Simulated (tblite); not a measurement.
C2H2N, charge -1, singlet, geometry from GFN2-xTB; GFN1-xTB run with tblite 0.6.0.

Input for tblite:
```
$ tblite run mol.xyz --method gfn1 --charge -1 --spin 0 --grad --json tblite.json --no-restart

# file mol.xyz
5

C      0.00239539    -0.05738577    -1.17430271
C     -0.00030500    -0.00940597     0.17345626
N     -0.00297384     0.15282315     1.34104101
H      0.92298158    -0.33199703    -1.68935248
H     -0.91470705    -0.33701456    -1.69285587
```

Q: Write the output that tblite gives for this input, abridged.

A: 
```
xTB calculator
 | screened Coulomb repulsion
 | Coulomb electrostatics
 |  * isotropic Klopman-Ohno-Mataga-Nishimoto electrostatics
 |  * onsite third-order electrostatics
 | DFT-D3(BJ) dispersion correction

halogen bonding energy    0.0000000000000E+00 Eh
repulsion energy          1.5252391748299E-01 Eh
dispersion energy        -9.2843545012531E-04 Eh
number of electrons       1.6000000000000E+01 e
integral cutoff           1.9731147476801E+01 bohr

------------------------------------------------------------
  cycle        total energy    energy error   density error
------------------------------------------------------------
      1     -8.421591806375  -8.5731873E+00   8.3890106E-01
      2     -8.611637593037  -1.9004579E-01   5.0433116E-01
      3     -8.626898571490  -1.5260978E-02   2.7285711E-01
      4     -8.630953481777  -4.0549103E-03   5.6846903E-02
      5     -8.633142187966  -2.1887062E-03   1.9731157E-02
      6     -8.633395448665  -2.5326070E-04   5.9994928E-03
      7     -8.633422887854  -2.7439189E-05   9.7161309E-04
      8     -8.633423612596  -7.2474150E-07   1.0774870E-04
      9     -8.633423619535  -6.9395085E-09   3.7295959E-05
     10     -8.633423620399  -8.6415675E-10   3.6330861E-06
------------------------------------------------------------

electronic energy        -8.7850191024323E+00 Eh
total energy             -8.6334236203994E+00 Eh

Post processing:
 | Mayer-Wiberg bond orders

[Info] Tight-binding results written to 'tblite.txt'
[Info] JSON dump of results written to 'tblite.json'
```
